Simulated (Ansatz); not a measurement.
Isolated molecules relaxed with PBE0-D4/def2-TZVP in Ansatz; ΔE leaves out vibrations. CBS: MP2 limit from def2 TZ/QZ plus the TZ coupled-cluster correction, frozen cores. DFT in def2-TZVPP. B3LYP here is the variant with VWN-RPA as its local correlation; programs differ in this. Each species was taken in one conformer, which may not be the lowest.

`F[SiH]([SiH3])C[SiH3]` + `C=CCCl` → `[SiH3]/C=C\CCl` + `F[SiH2]C[SiH3]`  (formal exchange of groups at the Si–Si bond)

Q: Is it downhill or uphill in electronic energy at CCSD(T)/CBS, and by how much? (An estimate is asked.)

A: Ansatz gave: Nearly level: ΔE = -0.3 kJ/mol.

Q: What do these levels give: PBE-D4, B3LYP-D4, ωB97X-V, PBE, r2SCAN, PBE0, MP2/def2-TZVPP, CCSD(T)/def2-TZVPP, HF/def2-QZVPP, SCS-MP2/def2-QZVPP, HF/CBS(def2), MP2/CBS(def2)? (An estimate is asked.)

A: Computed: PBE-D4 12.0, B3LYP-D4 1.8, ωB97X-V 2.5, PBE 11.2, r2SCAN 4.0, PBE0 7.9, MP2/def2-TZVPP -8.2, CCSD(T)/def2-TZVPP -1.1, HF/def2-QZVPP -8.8, SCS-MP2/def2-QZVPP -8.6, HF/CBS(def2) -8.9, MP2/CBS(def2) -7.4 kJ/mol.

Largest T1 diagnostic among the species: 0.012.

From PBE to PBE0 (25 % exact exchange), in def2-TZVPP and without D4, ΔE moves by −3.3 kJ/mol.
